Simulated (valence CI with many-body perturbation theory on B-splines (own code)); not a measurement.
Yb⁵⁵⁺ in brief

Computed by relativistic CI+MBPT: five valence electrons over a frozen Dirac-Fock core [Ne], radial functions for each j: 11 s, 11 p, 10 d, 8 f, 5 g, 2 h, with the one-electron correlation potential Σ1 (screened to all orders), the two-electron term Σ2, the three-electron term Σ3, Breit, model QED; selected single and double excitations, second order for the rest, scaled by the run's own slope (own B-spline code, finite nucleus).

No measured spectrum was set against this ion. As an estimate, large intervals hold to a few tenths of a per cent, small ones and those within an open d or f shell to about a per cent. Among the levels kept, up to 3000 cm⁻¹ of a level comes from second order outside the variational space, and about a tenth of that is noise between levels of different J, which matters for small intervals.

Levels are named by their leading jj configuration (3d3/2^4 stands for four electrons in 3d with j = 3/2), which in mixed levels can hold well under half, so a name can repeat and another be missing.

Rates and lifetimes use the calculated energies. Strong lines usually hold to 10 to 20 %, long lifetimes can be off by a factor of two.

**Question.** What is the ground level?

**Answer.** (3s^2 3p1/2^2 3p3/2) J=3/2, composition 47 % 3s²3p³ ²P° + 27 % 3s²3p³ ²D° + 25 % 3s²3p³ ⁴S°, g = 1.348.

**Question.** What is the ionisation energy?

**Answer.** 5341.7 eV; NIST lists 5339 ± 5 eV (theoretical).

**Question.** Among levels below 1133.1 eV, which E1 lines absorb most strongly from the ground level?

**Answer.** to (3s^2 3p1/2 3p3/2 3d3/2) J=3/2 at 2.388 nm, f = 0.331; to (3s^2 3p1/2 3p3/2 3d3/2) J=5/2 at 2.431 nm, f = 0.282; to (3s^2 3p1/2 3p3/2 3d3/2) J=1/2 at 2.389 nm, f = 0.118.

**Question.** Name the longest-lived excited levels whose lifetime is computed, and their main decay.

**Answer.** (3s^2 3p1/2 3p3/2 3d5/2) J=9/2 at 546.1 eV lives 375 ns, mostly by M1 to (3s^2 3p1/2 3p3/2 3d3/2) J=7/2; (3s^2 3p1/2 3p3/2^2) J=5/2 at 270.6 eV lives 25.2 ns, mostly by M1 to (3s^2 3p1/2^2 3p3/2) J=3/2; (3s^2 3p1/2 3p3/2^2) J=1/2 at 284.8 eV lives 9.58 ns, mostly by M1 to (3s^2 3p1/2^2 3p3/2) J=3/2.

**Question.** Where does the other parity begin?

**Answer.** At (3s^2 3p1/2^2 3d3/2) J=3/2, 213.7 eV.

**Question.** How well does LS coupling describe the low levels?

**Answer.** Among the lowest 20 levels the leading LS term, summed over configurations, holds 54 % on average. For single configurations the figures are 52 % in LS and 94 % in jj coupling. Terms mix most in the J = 5/2 level at 288.1 eV, where the leading one holds 32 %.
